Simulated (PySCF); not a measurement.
Species: C₈H₇N.
SMILES: `C#CC1=C(N=C)C=CC1`

A PySCF run (density fitting, gas phase, GFN2-xTB geometry) gave HOMO -5.90 eV, LUMO -1.55 eV, dipole 1.13 D and E = -363.335 Eh.

**Question.** Which of these levels was it?
A. PBE0/6-31G
B. KT3/IGLO-II
C. PBE0/6-311G**

**Answer.** C. It is PBE0/6-311G**. All candidates on this geometry:

| level and settings | kind | basis functions | SCF cycles | E (Eh) | HOMO (eV) | LUMO (eV) | dipole (D) |
| --- | --- | --- | --- | --- | --- | --- | --- |
| KT3/IGLO-II, grid level 4 | GGA | 240 | 17 | -369.7606 | -5.02 | -2.44 | 1.09 |
| PBE0/6-311G**, grid level 1 | global hybrid | 204 | 11 | -363.3353 | -5.90 | -1.55 | 1.13 |
| PBE0/6-31G, fitting basis def2-qzvpp-jkfit | global hybrid | 95 | 11 | -363.1529 | -5.74 | -1.34 | 1.48 |

The nearest other candidate, by the summed differences of HOMO and LUMO, is PBE0/6-31G: its HOMO differs by +0.16 eV and its LUMO by +0.21 eV. Cycle counts include a coarse-grid stage where the run had one. All basis functions are spherical, in the Pople sets too. KT3 was designed for NMR shieldings or shifts; total energies of different functionals aren't comparable.

Conformer computed: `[CH:1]#[C:2][C:3]1=[C:4]([N:5]=[CH2:6])[CH:7]=[CH:8][CH2:9]1`: C3–C4–N5–C6 42°.
